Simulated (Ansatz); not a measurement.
```yaml
crystal:
  periodic: [false, false, false]
  atoms:
    - {symbol: C, position_ang: [2.362324, -0.325655, -1.319442]}
    - {symbol: C, position_ang: [1.284753, -0.110501, -0.802549]}
    - {symbol: Hf, position_ang: [-0.665100, 0.310597, 0.096757]}
    - {symbol: O, position_ang: [-1.659025, -1.308957, 0.070208]}
    - {symbol: O, position_ang: [-0.346871, 0.925764, 1.866156]}
    - {symbol: Cl, position_ang: [-1.775629, 1.973293, -1.160558]}
    - {symbol: H, position_ang: [3.308769, -0.513492, -1.774937]}
    - {symbol: H, position_ang: [-2.194855, -2.079243, 0.228947]}
    - {symbol: H, position_ang: [-0.314347, 1.128185, 2.795428]}
basis:
  gaussian: {orbitals: def2-mTZVP, point_charges: [{charge: 2.00, position_ang: [6.374, -0.018, -0.375]}]}
total_charge: -1
magnetization: {spin_polarized: true, initial_magnetization: 1}
hamiltonian: {xc: {name: wB97M-V}}
output: {forces: true}
```

```sh
$ ansatz run in.yaml --threads 4 --pin off --events-out ev --progress --plain --max-ram 10444MiB
```

Output, abridged:

```
Functional definition: wB97M-V
1374 factors; their error is unknown
397 factors; integrals over basis functions are off by at most 1.1e-5 eV
mean field evaluation 1: about -20044.4040 eV, gradient 4.5e1 eV
mean field evaluation 2: about -20039.2812 eV, gradient 6.0e1 eV
mean field evaluation 4: about -20053.3518 eV, gradient 2.6e0 eV
mean field evaluation 8: about -20053.3998 eV, gradient 1.6e-1 eV
mean field evaluation 16: about -20053.4423 eV, gradient 8.4e-3 eV
mean field evaluation 32: about -20053.4423 eV, gradient 9.9e-5 eV
a density is far from that of the atoms, so the factors are made again for it
1547 factors; integrals over basis functions are off by at most 6.1e-4 eV
402 factors; integrals over basis functions are off by at most 1.1e-5 eV
mean field -20053.44249139 eV, -736.9504188470 hartree, gradient 2.4e-5 eV, S^2 0.752504; 0 other end points of the search recorded, 0 dependent functions left out
reference -20053.44256391 eV, -736.9504215119 hartree; 31, 30 occupied and 122, 123 virtual orbitals, 1547 factors
Total energy: -20053.44256391 eV, -736.9504215119 hartree
Atom 0 at     2.362324    -0.325655    -1.319442 Å, force    -2.001694    -1.139753    -3.842775 eV/Å
Atom 1 at     1.284753    -0.110501    -0.802549 Å, force     0.213070     0.504053     1.800292 eV/Å
Atom 2 at    -0.665100     0.310597     0.096757 Å, force     0.641727    -0.327736    -0.692024 eV/Å
Atom 3 at    -1.659025    -1.308957     0.070208 Å, force     0.074890    -0.090955    -0.029891 eV/Å
Atom 4 at    -0.346871     0.925764     1.866156 Å, force     0.193936     0.232556     0.415703 eV/Å
Atom 5 at    -1.775629     1.973293    -1.160558 Å, force    -0.175638     0.326085    -0.180623 eV/Å
Atom 6 at     3.308769    -0.513492    -1.774937 Å, force     4.030927     1.169729     3.518916 eV/Å
Atom 7 at    -2.194855    -2.079243     0.228947 Å, force    -0.225307    -0.225944     0.079411 eV/Å
Atom 8 at    -0.314347     1.128185     2.795428 Å, force    -0.081218     0.038453     0.284835 eV/Å
Dipole moment:    -4.151364     0.342594     1.875320 e Å
```

Hardware: 4 threads of an Arm Neoverse V1 on a shared host. Wall time 71 s, peak host memory 1.2 GiB.
